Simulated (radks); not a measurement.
Values are calculated unless marked as measured or tabulated.
O+, configuration [He] 2s2 2p3. Code: a radial shooting solver on a logarithmic mesh with Libxc functionals. Model: non-relativistic Kohn-Sham, r2SCAN, spin-polarised, spherical densities, point nucleus; open shells are filled with parallel spins first; meta-GGA in the generalised Kohn-Sham scheme.

Normalised radial functions P(r) = r R(r), r in bohr:

r,1s up
0.0197,0.7252
0.02426,0.8611
0.02986,1.0139
0.03706,1.1884
0.04563,1.3671
0.05618,1.5484
0.06917,1.7210
0.08517,1.8691
0.1049,1.9736
0.1291,2.0136
0.159,1.9705
0.1957,1.8330
0.241,1.6034
0.2967,1.3011
0.3653,0.9637
0.4497,0.6394
0.5537,0.3745
0.6817,0.1882
0.8394,0.0778
1.042,0.0243
1.283,0.0059
1.579,0.0010
1.944,0.0001
2.394,0.0000
2.947,0.0000
3.629,0.0000
4.468,0.0000

1s up: eigenvalue -538.66 eV, 0 radial nodes, <r> = 0.200 bohr, 90 % of the charge inside 0.358 bohr.
